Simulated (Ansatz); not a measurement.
Two shapes of singlet Li2F2.

Shape 1:

```xyz
4

Li    1.1079    0.0376   -0.0328
Li   -1.1099    0.0329   -0.0373
F     0.0167    1.3138    0.0420
F     0.0039   -1.3052   -0.0482
```

Shape 2:

```xyz
4

Li    1.0937    0.0329    0.0149
Li   -1.0713    0.0622   -0.0253
F     0.0298    1.3614    0.0337
F    -0.0313   -1.3362   -0.0308
```

Basis set: 6-31G (spherical functions). Frozen core: 2 orbitals. Charge 0, multiplicity 1.

Computed with Ansatz (development build ahead of 0.2.0); each method stands on the lowest determinant of its kind that the runs found.

(1) Which shape is lower in energy, and by how much in each method?

## Answers

(1)

```csv
method,E(2) − E(1) (eV)
RHF,0.049
RHF-MP2,0.028
```

Shape 1 is lower.
